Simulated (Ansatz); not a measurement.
MoO₃⁺. The state is a doublet with charge 1. Geometry r2SCAN-D4/def2-TZVP; atoms count from 1.

| atom | x (Å) | y (Å) | z (Å) |
| --- | --- | --- | --- |
| Mo1 | 0.3346 | 0.3185 | 0.2517 |
| O2 | -0.3489 | 1.0803 | -1.0682 |
| O3 | -1.0989 | -0.3581 | 1.1448 |
| O4 | 1.1132 | -1.0407 | -0.3283 |

In the def2 sets Mo takes a core potential; there is no spin–orbit coupling.

Q: Estimate the Mulliken populations from the PBE0/def2-TZVP orbitals of Ansatz.

A: 
```json
{"atom": "Mo1", "charge (e)": "1.82", "spin (α − β)": "-0.27", "d electrons": "3.80"}
{"atom": "O2", "charge (e)": "-0.32", "spin (α − β)": "0.16", "d electrons": "–"}
{"atom": "O3", "charge (e)": "-0.19", "spin (α − β)": "0.96", "d electrons": "–"}
{"atom": "O4", "charge (e)": "-0.32", "spin (α − β)": "0.16", "d electrons": "–"}
```
Mulliken values depend strongly on the basis.

Q: Where does the spin sit?

A: Summed by element: Mo -0.27, O 1.27, of 1 unpaired in all. Largest on single atoms: O3 0.96, Mo1 -0.27, O4 0.16.

Q: And the Mayer bond orders between heavy atoms (over 0.3)?

A: Mo1–O2 2.03 (1.67 Å); Mo1–O3 1.22 (1.82 Å); Mo1–O4 2.03 (1.67 Å).
